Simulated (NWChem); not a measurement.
System: SiH3SeF; SMILES F[SiH2][SeH]

The following NWChem deck was run.

```
start job
memory heap 200 mb stack 900 mb global 1100 mb
geometry units angstroms noautosym nocenter noautoz
  Si     0.651893     1.143367     0.103319
  F     -0.754544     1.781853    -0.367286
  Se     0.518522    -1.099032     0.507554
  H      1.039080     1.740221     1.402230
  H      1.636368     1.416354    -0.969378
  H      0.474949    -1.462213    -0.928408
end
basis spherical
  Si library pcsseg-1
  F library pcsseg-1
  Se library pcsseg-1
  H library pcsseg-1
end
dft
  xc kt2
  iterations 150
end
property
  shielding
  efieldgrad
end
task dft property
```

Coordinates come from a B3LYP/6-31G* (spherical d) optimisation.

GIAO values for the isolated, static molecule; σ is the absolute isotropic shielding, δ = σ(reference) − σ with the isolated reference molecule computed at the same levels (19F: trichlorofluoromethane, 1H: tetramethylsilane, 29Si: tetramethylsilane). Spin-orbit effects, on the heavy nuclei and on their neighbours, are missing.

Atoms are numbered as in the input.

**Question.** What results follow from this input? (KT2/pcSseg-1, GIAO.) Quantities: δ Si1 (ppm); δ F2 (ppm); σ Se3 (ppm); δ H4 (ppm); δ H5 (ppm); δ H6 (ppm).

**Answer.** 
| Property | Value |
|---|---|
| δ Si1 (ppm) | 10.0 |
| δ F2 (ppm) | -216.6 |
| σ Se3 (ppm) | 1978.1 |
| δ H4 (ppm) | 5.85 |
| δ H5 (ppm) | 6.13 |
| δ H6 (ppm) | 1.63 |
